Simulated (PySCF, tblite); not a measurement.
Compound: Si5H12.
Bonds: Si1–Si2, Si2–Si3, Si3–Si4, Si4–Si5. Hydrogens: H6, H7, H8 on Si1; H9, H10 on Si2; H11, H12 on Si3; H13, H14 on Si4; H15, H16, H17 on Si5.

Structure optimised with GFN2-xTB, isolated species.

Q: What internal coordinates does the optimisation give?

A: 
```json
{"bond": "Si1–Si2, Si4–Si5", "length (Å)": "2.318", "order": "single"}
{"bond": "Si2–Si3, Si3–Si4", "length (Å)": "2.322", "order": "single"}
{"bond": "Si1–H6 and 5 like bonds", "length (Å)": "1.466", "order": "single"}
{"bond": "Si2–H9 and 3 like bonds", "length (Å)": "1.474", "order": "single"}
{"bond": "Si3–H11, Si3–H12", "length (Å)": "1.475", "order": "single"}
```

Bonds in one row agree within 0.01 Å and their mean is given. Orders are formal, as drawn. A selection of angles:
```json
{"angle": "Si2–Si1–H6", "degrees": "113.0"}
{"angle": "Si2–Si1–H7", "degrees": "110.8"}
{"angle": "H6–Si1–H7", "degrees": "106.3"}
{"angle": "Si1–Si2–Si3", "degrees": "117.6"}
{"angle": "Si1–Si2–H9", "degrees": "109.5"}
{"angle": "Si3–Si2–H9", "degrees": "108.2"}
{"angle": "H9–Si2–H10", "degrees": "102.9"}
{"angle": "Si2–Si3–Si4", "degrees": "121.2"}
{"angle": "Si2–Si3–H11", "degrees": "107.8"}
{"angle": "H11–Si3–H12", "degrees": "102.6"}
```

Torsions: Si1–Si2–Si3–Si4 174° (antiperiplanar); Si2–Si3–Si4–Si5 174° (antiperiplanar). The mirror-image conformer, all signs reversed, is as good.

Si2 (SiH2 silicon) is distorted tetrahedral (angles from 102.9° to 117.6°). Si1 (SiH3 silicon) is distorted tetrahedral (angles from 106.2° to 113.8°). Si3 (SiH2 silicon) is distorted tetrahedral (angles from 102.6° to 121.2°).

GFN2-xTB frequencies show an imaginary mode (41i cm⁻¹), so the point is no minimum at that level.

The numbers are calculated, not measured.
